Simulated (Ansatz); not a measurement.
# Energy profile

The step: SiHClF₂ ([F][SiH]([F])[Cl]) + NH₃ → SiNH₃F₂ ([NH2][SiH]([F])[F]) + HCl; bonds formed: Cl2–H6; dative contacts that become bonds: Si1–N7; bonds broken: Si1–Cl2, H6–N7 (atoms numbered as in the saddle structure below).

```json
{"atom": "Si1", "x (Å)": "-0.7677", "y (Å)": "0.0576", "z (Å)": "-0.5055"}
{"atom": "Cl2", "x (Å)": "1.9865", "y (Å)": "-0.4272", "z (Å)": "-1.3005"}
{"atom": "F3", "x (Å)": "-1.0106", "y (Å)": "-1.4541", "z (Å)": "-0.8548"}
{"atom": "F4", "x (Å)": "-2.1128", "y (Å)": "0.5334", "z (Å)": "0.2043"}
{"atom": "H5", "x (Å)": "-0.5097", "y (Å)": "1.0066", "z (Å)": "-1.5778"}
{"atom": "H6", "x (Å)": "1.3330", "y (Å)": "-0.1212", "z (Å)": "0.2259"}
{"atom": "N7", "x (Å)": "0.3966", "y (Å)": "0.0887", "z (Å)": "0.8808"}
{"atom": "H8", "x (Å)": "0.4483", "y (Å)": "0.9742", "z (Å)": "1.3756"}
{"atom": "H9", "x (Å)": "0.2363", "y (Å)": "-0.6579", "z (Å)": "1.5520"}
```

Electronic energies by CCSD(T) at an estimated basis limit (MP2 extrapolated from triple and quadruple zeta, plus CCSD(T) − MP2 in triple zeta), on PBE0-D4/def2-TZVP structures; SiNH₄ClF₂, singlet; no counterpoise correction. Program: Ansatz 0.2.0. Basis: def2-TZVPP and def2-QZVPP. Cores are frozen in the correlated methods. Extrapolation: Hartree–Fock as exp(−7.88 √X), correlation as X^−2.97.

Problem. Give the profile in kcal/mol, counted from the separated reactants. (To be estimated.)

Solution. The calculation gives:
```json
{"point": "separated: SiHClF₂ (linked as [F][SiH]([F])[Cl]; Si1, Cl2, F3, F4, H5; singlet) + NH₃ (H6, N7, H8, H9; singlet)", "kcal/mol": "0.00"}
{"point": "start structure", "kcal/mol": "-4.80"}
{"point": "saddle", "kcal/mol": "14.08"}
{"point": "end structure", "kcal/mol": "2.86"}
{"point": "separated: SiNH₃F₂ (linked as [NH2][SiH]([F])[F]; Si1, F3, F4, H5, N7, H8, H9; singlet) + HCl (Cl2, H6; singlet)", "kcal/mol": "6.78"}
```

No T1 diagnostic of these runs exceeds 0.011.

The step is the kind of exchange with an N–H group that builds nitride films in atomic layer and chemical vapour deposition.

For scale, one of the runs: CCSD(T)/def2-TZVPP, 233 basis functions, launched by `ansatz run in.yaml --threads 4 --pin off --events-out ev --progress --plain --max-ram 9574MiB`. Time: 3.5 min of wall clock on 4 CPU threads of an Arm Neoverse N1; the host was shared. Peak host memory: 4.2 GiB.
